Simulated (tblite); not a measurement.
C5H7Cl2NSi.
SMILES with atom numbers: `[CH2:1]=[N:2][Si@@H:3]([Cl:4])[C:5]1=[C:6]([Cl:7])[CH2:8][CH2:9]1` (hydrogens: H10, H11 on C1; H12 on Si3; H13, H14 on C8; H15, H16 on C9)

Computed with GFN2-xTB (tblite), gas phase: L-BFGS steps from a force-field or distance-geometry start until the largest atomic force falls under 0.01 eV/Å.

Step 150: E = -762.3225 eV
```
atom  x, y, z in Å  |  force x, y, z in eV/Å
C1      2.9487    1.2013   -0.4887    0.114   0.002  -0.069
N2      1.9941    1.0407    0.2920   -0.167  -0.021   0.127
Si3     1.1938   -0.2671    1.0662    0.010  -0.012   0.016
Cl4     0.8741    0.4076    2.9390    0.018  -0.010   0.016
C5     -0.4514   -0.3510    0.1850    0.025  -0.036   0.029
C6     -0.8707   -0.2238   -1.0789    0.012   0.029  -0.041
Cl7    -0.0723    0.0250   -2.5611    0.030   0.005  -0.022
C8     -2.3319   -0.3472   -0.7830    0.010   0.002   0.024
C9     -1.8723   -0.5449    0.6811   -0.021  -0.012   0.017
H10     3.1687    2.1992   -0.8513    0.023   0.093  -0.041
H11     3.6052    0.4076   -0.8469    0.045  -0.072  -0.021
H12     1.8428   -1.5780    1.1606   -0.018   0.028  -0.022
H13    -2.8489   -1.1897   -1.2345    0.002  -0.041  -0.039
H14    -2.8962    0.5642   -0.9608   -0.074   0.030  -0.011
H15    -2.0700   -1.5345    1.0807   -0.003  -0.086   0.024
H16    -2.2213    0.1994    1.3890   -0.004   0.102   0.015
```

Step 151: E = -762.3233 eV
```
atom  x, y, z in Å  |  force x, y, z in eV/Å
C1      2.9450    1.2111   -0.4862   -0.019  -0.014   0.033
N2      1.9938    1.0354    0.3006    0.047   0.057  -0.055
Si3     1.1961   -0.2771    1.0654   -0.019  -0.011   0.009
Cl4     0.8800    0.3845    2.9428    0.013  -0.005   0.026
C5     -0.4499   -0.3553    0.1835    0.008  -0.040   0.062
C6     -0.8676   -0.2356   -1.0814   -0.008   0.023  -0.029
Cl7    -0.0679   -0.0023   -2.5660    0.027   0.002  -0.011
C8     -2.3298   -0.3472   -0.7844   -0.033  -0.037   0.006
C9     -1.8733   -0.5340    0.6827   -0.014  -0.024   0.046
H10     3.1573    2.2174   -0.8390    0.001  -0.003  -0.004
H11     3.6041    0.4231   -0.8591   -0.007  -0.009   0.009
H12     1.8418   -1.5876    1.1516    0.002  -0.008  -0.022
H13    -2.8526   -1.1937   -1.2277    0.034   0.025  -0.015
H14    -2.8882    0.5668   -0.9710   -0.069   0.004  -0.012
H15    -2.0797   -1.5205    1.0936    0.016   0.010  -0.008
H16    -2.2167    0.2238    1.3829    0.021   0.031  -0.036
```

Step 152: E = -762.3237 eV
```
atom  x, y, z in Å  |  force x, y, z in eV/Å
C1      2.9455    1.2092   -0.4858    0.037   0.009  -0.013
N2      1.9940    1.0407    0.3005   -0.041  -0.007   0.016
Si3     1.1954   -0.2740    1.0656    0.011   0.009   0.005
Cl4     0.8781    0.3901    2.9430    0.015  -0.014   0.011
C5     -0.4504   -0.3563    0.1844   -0.001  -0.026  -0.009
C6     -0.8683   -0.2341   -1.0817   -0.008   0.018   0.039
Cl7    -0.0692   -0.0006   -2.5666    0.023   0.003  -0.001
C8     -2.3309   -0.3468   -0.7836   -0.009   0.003   0.008
C9     -1.8735   -0.5373    0.6831   -0.011   0.014   0.018
H10     3.1619    2.2141   -0.8405    0.010  -0.011  -0.009
H11     3.6012    0.4166   -0.8560   -0.006  -0.001   0.006
H12     1.8458   -1.5840    1.1502   -0.011   0.017  -0.019
H13    -2.8523   -1.1911   -1.2301    0.016  -0.004  -0.021
H14    -2.8908    0.5677   -0.9687   -0.048  -0.016  -0.002
H15    -2.0775   -1.5252    1.0896    0.003  -0.002   0.010
H16    -2.2165    0.2199    1.3850    0.020   0.010  -0.039
```

Step 153: E = -762.3241 eV
```
atom  x, y, z in Å  |  force x, y, z in eV/Å
C1      2.9447    1.2095   -0.4857    0.042  -0.002  -0.014
N2      1.9941    1.0426    0.3018   -0.058  -0.019   0.031
Si3     1.1955   -0.2736    1.0656    0.020   0.008   0.010
Cl4     0.8776    0.3865    2.9447    0.017  -0.016   0.001
C5     -0.4502   -0.3566    0.1845   -0.003  -0.020   0.007
C6     -0.8680   -0.2339   -1.0812   -0.010   0.014   0.016
Cl7    -0.0677   -0.0012   -2.5661    0.018   0.003   0.004
C8     -2.3307   -0.3475   -0.7836   -0.010   0.007   0.002
C9     -1.8736   -0.5363    0.6835   -0.001  -0.001   0.000
H10     3.1623    2.2134   -0.8403    0.013   0.012  -0.015
H11     3.5986    0.4164   -0.8569   -0.002  -0.009   0.004
H12     1.8468   -1.5839    1.1473   -0.014   0.025  -0.018
H13    -2.8515   -1.1921   -1.2302    0.019  -0.004  -0.017
H14    -2.8915    0.5665   -0.9690   -0.045  -0.018  -0.003
H15    -2.0776   -1.5234    1.0918    0.000  -0.003   0.011
H16    -2.2164    0.2226    1.3822    0.014   0.023  -0.017
```

**Question.** Estimate the geometry and energy of step 154. (The exact step hangs on the optimiser's Hessian estimate; all steps are aligned on step 153, rigid shifts and turns removed.)

**Answer.** E = -762.3253 eV, largest force 0.064 eV/Å
```
atom  x, y, z in Å  |  force x, y, z in eV/Å
C1      2.9372    1.2128   -0.4860    0.029   0.003   0.007
N2      1.9940    1.0473    0.3112   -0.047  -0.033   0.029
Si3     1.1970   -0.2756    1.0666    0.035  -0.011   0.011
Cl4     0.8787    0.3606    2.9533    0.021  -0.008   0.000
C5     -0.4489   -0.3582    0.1873   -0.011   0.008  -0.007
C6     -0.8647   -0.2360   -1.0790   -0.006  -0.006   0.007
Cl7    -0.0571   -0.0085   -2.5607    0.010   0.005  -0.003
C8     -2.3281   -0.3522   -0.7843    0.002   0.041  -0.019
C9     -1.8735   -0.5281    0.6848    0.006  -0.008  -0.046
H10     3.1603    2.2178   -0.8328    0.012   0.024  -0.023
H11     3.5807    0.4182   -0.8714   -0.002  -0.018   0.003
H12     1.8501   -1.5868    1.1323   -0.015   0.036  -0.017
H13    -2.8440   -1.2003   -1.2290    0.016  -0.021  -0.011
H14    -2.8936    0.5584   -0.9750   -0.032  -0.027  -0.012
H15    -2.0810   -1.5072    1.1075   -0.019  -0.018   0.027
H16    -2.2146    0.2468    1.3638    0.000   0.032   0.054
```

The energy changes by -0.0012 eV. The first-order estimate −F·Δx gives -0.0020 eV and the mean of the old and new forces, exact on a quadratic surface, -0.0012 eV. The step makes an angle of 75° with the force vector and moves no atom by more than 0.030 Å.

What follows is the cost of the whole relaxation. Hardware: one thread, Intel Xeon at 2.50 GHz (x86_64) (shared host). Cost: 11 s wall, 6.1 s CPU.
